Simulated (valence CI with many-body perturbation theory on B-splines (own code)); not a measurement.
Forbidden lines of Ru³⁺

Level of theory: valence CI with perturbative core correlation (CI+MBPT): five valence electrons over a frozen Dirac-Fock core [Kr], radial functions for each j: 7 s, 7 p, 8 d, 6 f, 4 g, 1 h, with the one-electron correlation potential Σ1, the two-electron term Σ2, the three-electron term Σ3, Breit, model QED; selected CI, second order for the rest, scaled by the run's own slope (own B-spline code, finite nucleus).

No measured spectrum was set against this ion. As an estimate, terms of the open shell hold to 2 to 4 % of their energy, and close levels can change places; different configurations can be misplaced against each other by 1,000 to 8,000 cm⁻¹. Core correlation moves these levels by up to 16000 cm⁻¹, and in measured spectra 5 to 20 % of such shifts remained as error; rates that hang on mixing are uncertain with them. Among the levels kept, up to 2100 cm⁻¹ of a level comes from second order outside the variational space, and about a tenth of that is noise between levels of different J, which matters for small intervals. Only levels of the ground parity were solved; by the run's estimate the other parity begins above the list, which can be wrong where configurations are misplaced.

Lines 51 to 100 of 119 in falling wavelength, among levels below 103180 cm⁻¹, chosen from the decays that carry over 1 % of a level's rate. Wavelengths and rates use the calculated energies, so an error of 2000 cm⁻¹ moves a line at 966.7 nm by 19 % and its rate by three times that or more. Electric multipoles are in the length gauge, E1 and E2 with the static RPA response of the core. Weak lines are less certain than strong ones. Lines between different terms over intervals too small for the method are left out, as are lines whose strength nearly cancels. Branching is blank where the lifetime is uncertain.

Names give the largest LS component (configuration and term), which can be under half, so a name can repeat, a term be missing and a line seem to break the LS rules; names also repeat where a configuration has a term twice. Letters in brackets count levels of one name in rising energy.

```tsv
λ vac (nm)	Upper	Lower	Type	A (s⁻¹)	Branch %
966.7	4d5 4F_3/2	4d5 4D_5/2	M1	2.46e-01	10.7
962.2	4d5 2D_5/2 [a]	4d5 4P_5/2	M1	2.44e+00	45.0
951.7	4d5 4F_5/2	4d5 4D_7/2	M1	2.84e-02	2.0
923.3	4d5 2D_3/2 [a]	4d5 4P_3/2	M1	1.03e+00	47.7
920.5	4d5 4F_3/2	4d5 4D_1/2	M1	4.57e-01	19.9
885.8	4d5 2D_3/2 [a]	4d5 4P_5/2	M1	2.36e-01	10.9
882.2	4d5 2F_7/2 [a]	4d5 4D_7/2	M1	1.05e+00	
819.4	4d5 4F_7/2	4d5 4P_5/2	M1	4.38e-02	
813.3	4d5 2H_9/2	4d5 4D_7/2	M1	1.69e-01	7.0
812.4	4d5 2G_7/2 [a]	4d5 4D_5/2	M1	5.53e-02	8.5
808.2	4d5 2F_5/2 [a]	4d5 4D_3/2	M1	3.56e-01	6.8
806.7	4d5 2F_5/2 [a]	4d5 4D_5/2	M1	7.85e-01	15.1
774.0	4d5 4F_5/2	4d5 4P_5/2	M1	3.93e-02	2.7
768.1	4d5 2D_5/2 [a]	4d5 4G_7/2	M1	1.07e+00	19.6
753.2	4d5 2D_5/2 [a]	4d5 4G_5/2	M1	1.16e+00	21.4
734.0	4d5 4F_3/2	4d5 4P_3/2	M1	2.84e-02	1.2
733.4	4d5 2G_7/2 [a]	4d5 4D_7/2	M1	3.84e-02	5.9
705.6	4d5 2D_3/2 [a]	4d5 4G_5/2	M1	4.99e-01	23.0
705.6	4d5 2D_3/2 [a]	4d5 4G_5/2	E2	4.90e-02	2.3
681.7	4d5 4F_7/2	4d5 4G_9/2	M1	4.01e-01	
681.7	4d5 4F_7/2	4d5 4G_9/2	E2	6.29e-02	
680.3	4d5 4F_9/2	4d5 4G_9/2	M1	1.00e-01	7.6
680.3	4d5 4F_9/2	4d5 4G_9/2	E2	2.58e-02	2.0
679.4	4d5 4F_7/2	4d5 4G_11/2	E2	2.12e-02	
678.0	4d5 4F_9/2	4d5 4G_11/2	M1	5.01e-01	38.2
678.0	4d5 4F_9/2	4d5 4G_11/2	E2	1.24e-01	9.4
674.3	4d5 4F_7/2	4d5 4G_7/2	E2	3.55e-02	
674.3	4d5 4F_7/2	4d5 4G_7/2	M1	3.42e-02	
672.9	4d5 4F_9/2	4d5 4G_7/2	M1	1.39e-01	10.6
663.0	4d5 2G_9/2 [a]	4d5 4D_7/2	M1	1.63e-01	11.2
650.0	4d5 4F_5/2	4d5 4G_9/2	E2	5.56e-02	3.9
643.2	4d5 4F_5/2	4d5 4G_7/2	M1	5.96e-01	41.7
643.2	4d5 4F_5/2	4d5 4G_7/2	E2	9.36e-02	6.5
632.7	4d5 4F_5/2	4d5 4G_5/2	E2	7.00e-02	4.9
632.7	4d5 4F_5/2	4d5 4G_5/2	M1	3.07e-02	2.1
623.1	4d5 2G_7/2 [a]	4d5 4P_5/2	M1	1.26e-02	1.9
619.7	4d5 2F_5/2 [a]	4d5 4P_5/2	M1	1.67e-01	3.2
616.8	4d5 2F_7/2 [a]	4d5 4G_9/2	M1	2.25e+00	
610.7	4d5 2F_7/2 [a]	4d5 4G_7/2	M1	8.53e-01	
601.2	4d5 2F_7/2 [a]	4d5 4G_5/2	M1	1.09e-01	
598.5	4d5 4F_3/2	4d5 4G_7/2	E2	6.03e-02	2.6
589.4	4d5 4F_3/2	4d5 4G_5/2	M1	3.08e-01	13.4
589.4	4d5 4F_3/2	4d5 4G_5/2	E2	1.37e-01	5.9
582.3	4d5 2H_9/2	4d5 4G_9/2	M1	1.04e+00	43.4
580.6	4d5 2H_9/2	4d5 4G_11/2	M1	2.55e-01	10.6
580.6	4d5 2H_9/2	4d5 4G_11/2	E2	4.95e-02	2.1
576.9	4d5 2H_9/2	4d5 4G_7/2	M1	5.09e-01	21.2
540.2	4d5 2G_7/2 [a]	4d5 4G_9/2	M1	1.76e-01	26.9
535.5	4d5 2G_7/2 [a]	4d5 4G_7/2	M1	2.29e-02	3.5
533.0	4d5 2F_5/2 [a]	4d5 4G_7/2	M1	1.29e+00	24.8
```
